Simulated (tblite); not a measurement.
A geometry optimisation, step by step.

Species: C4H4ClGeO2 (doublet state).
Numbering: `[O:1]=[C:2]1[CH2:3][CH:4]=[C:5]([GeH:6][Cl:7])[O:8]1` (hydrogens: H9, H10 on C3; H11 on C4; H12 on Ge6)
Bond orders are those of one Lewis drawing.

Computed with GFN2-xTB (tblite), gas phase: L-BFGS steps from a force-field or distance-geometry start until the largest atomic force falls under 0.01 eV/Å. 6 of its 114 geometries are shown.

Step 0: E = -685.5528 eV, largest atomic force 5.234 eV/Å
```
atom  x, y, z in Å  |  force x, y, z in eV/Å
O1     -2.182    1.006    1.750    3.853  -1.778  -3.064
C2     -1.336    0.537    0.924   -1.645   2.032   3.882
C3     -1.631   -0.083   -0.376   -1.220   0.064  -0.513
C4     -0.305   -0.432   -0.879    0.989  -0.563  -0.797
C5      0.648   -0.107    0.000   -1.978   0.544   0.771
Ge6     2.548   -0.379   -0.217    1.265   0.092  -1.130
Cl7     3.614    1.514   -0.221   -0.300  -0.309   0.292
O8      0.051    0.499    1.116   -0.973   0.109   0.045
H9     -2.160    0.670   -1.012    0.086  -0.828   0.318
H10    -2.256   -0.973   -0.151    0.006   0.475  -0.538
H11    -0.111   -0.923   -1.824   -0.092   0.109   0.144
H12     3.122   -1.329    0.862    0.011   0.053   0.590
```

Step 23: E = -686.2199 eV, largest atomic force 0.271 eV/Å
```
atom  x, y, z in Å  |  force x, y, z in eV/Å
O1     -1.751    1.003    1.820    0.006   0.052   0.087
C2     -1.137    0.515    0.922    0.022   0.014   0.090
C3     -1.663   -0.076   -0.370   -0.010   0.018   0.008
C4     -0.399   -0.508   -1.038    0.167  -0.025   0.030
C5      0.626   -0.208   -0.240    0.091  -0.079  -0.108
Ge6     2.677   -0.420   -0.244   -0.270  -0.017  -0.003
Cl7     3.381    1.553    0.082   -0.008   0.135  -0.044
O8      0.221    0.403    0.928   -0.022  -0.063  -0.094
H9     -2.227    0.675   -0.927    0.033   0.004  -0.035
H10    -2.348   -0.899   -0.156    0.025  -0.017  -0.007
H11    -0.358   -0.994   -1.995    0.055   0.043   0.048
H12     2.979   -1.044    1.191   -0.087  -0.065   0.028
```

Step 45: E = -686.2447 eV, largest atomic force 0.106 eV/Å
```
atom  x, y, z in Å  |  force x, y, z in eV/Å
O1     -1.673    0.974    1.855    0.086  -0.029  -0.055
C2     -1.083    0.489    0.937   -0.048  -0.013  -0.006
C3     -1.634   -0.054   -0.370    0.006  -0.028   0.008
C4     -0.385   -0.500   -1.066   -0.051  -0.009   0.003
C5      0.649   -0.255   -0.271   -0.044   0.006   0.069
Ge6     2.657   -0.448   -0.197    0.023  -0.019   0.013
Cl7     3.241    1.592   -0.027    0.036   0.018  -0.008
O8      0.268    0.327    0.922   -0.010   0.008   0.017
H9     -2.195    0.715   -0.905    0.046  -0.015   0.001
H10    -2.318   -0.881   -0.170   -0.033   0.013   0.000
H11    -0.356   -0.965   -2.030   -0.005   0.033  -0.031
H12     2.829   -0.995    1.296   -0.006   0.034  -0.008
```

Step 68: E = -686.2742 eV, largest atomic force 0.097 eV/Å
```
atom  x, y, z in Å  |  force x, y, z in eV/Å
O1     -1.798    0.664    1.963    0.002  -0.031  -0.008
C2     -1.160    0.279    1.031   -0.002   0.001  -0.004
C3     -1.608    0.024   -0.398   -0.009  -0.008   0.016
C4     -0.330   -0.407   -1.044    0.003   0.009   0.019
C5      0.631   -0.389   -0.126    0.016   0.087  -0.039
Ge6     2.636   -0.599    0.005   -0.002   0.019   0.014
Cl7     3.298    1.271   -0.805   -0.014  -0.041  -0.010
O8      0.170   -0.001    1.113   -0.009   0.006  -0.031
H9     -2.042    0.929   -0.829    0.047  -0.008   0.000
H10    -2.380   -0.748   -0.423   -0.024  -0.016   0.009
H11    -0.225   -0.678   -2.076   -0.012  -0.004   0.010
H12     2.808   -0.348    1.563    0.005  -0.016   0.023
```

Step 90: E = -686.2891 eV, largest atomic force 0.065 eV/Å
```
atom  x, y, z in Å  |  force x, y, z in eV/Å
O1     -1.978    0.411    1.996    0.036  -0.017  -0.052
C2     -1.260    0.169    1.072   -0.017   0.050   0.031
C3     -1.605    0.051   -0.403   -0.005  -0.011   0.005
C4     -0.276   -0.282   -0.999   -0.001  -0.010   0.006
C5      0.632   -0.294   -0.025   -0.002   0.011   0.010
Ge6     2.599   -0.639    0.175    0.011   0.032   0.001
Cl7     3.425    0.738   -1.241    0.000  -0.018   0.007
O8      0.076   -0.043    1.211   -0.010  -0.020   0.001
H9     -2.026    0.986   -0.778   -0.006   0.012   0.040
H10    -2.355   -0.729   -0.554   -0.004  -0.011  -0.028
H11    -0.099   -0.456   -2.041    0.003  -0.011  -0.011
H12     2.868    0.088    1.562   -0.003  -0.007  -0.010
```

Step 113: E = -686.2911 eV, largest atomic force 0.009 eV/Å
```
atom  x, y, z in Å  |  force x, y, z in eV/Å
O1     -2.048    0.324    1.990    0.006   0.000  -0.007
C2     -1.300    0.124    1.082   -0.005  -0.002   0.005
C3     -1.597    0.063   -0.406    0.000  -0.001  -0.004
C4     -0.248   -0.239   -0.972   -0.002  -0.001   0.000
C5      0.630   -0.280    0.029    0.002  -0.001  -0.002
Ge6     2.592   -0.626    0.247    0.001   0.002  -0.001
Cl7     3.413    0.499   -1.377   -0.002  -0.002   0.002
O8      0.033   -0.083    1.256    0.000   0.002   0.000
H9     -2.008    1.017   -0.745   -0.001   0.000   0.001
H10    -2.339   -0.708   -0.623    0.000   0.001   0.002
H11    -0.036   -0.378   -2.014    0.002   0.002   0.005
H12     2.909    0.288    1.506    0.000  -0.001  -0.001
```

Q: Summarise the path.

A: The energy falls by 17.03 kcal/mol from step 0 to step 113; nine tenths of that is first reached at step 23. It rises by more than 0.2 meV at step 71. The largest force goes from 5.234 to 0.009 eV/Å. Among the bonds O1=C2 changes most, from 1.272 to 1.194 Å; the atoms move by 0.804 Å rms after alignment.

The cost below is that of the whole relaxation. Time: 0.67 s. Hardware: Arm Neoverse V2, one thread, no GPU, shared host with 96 logical CPUs at a one-minute load of 42.
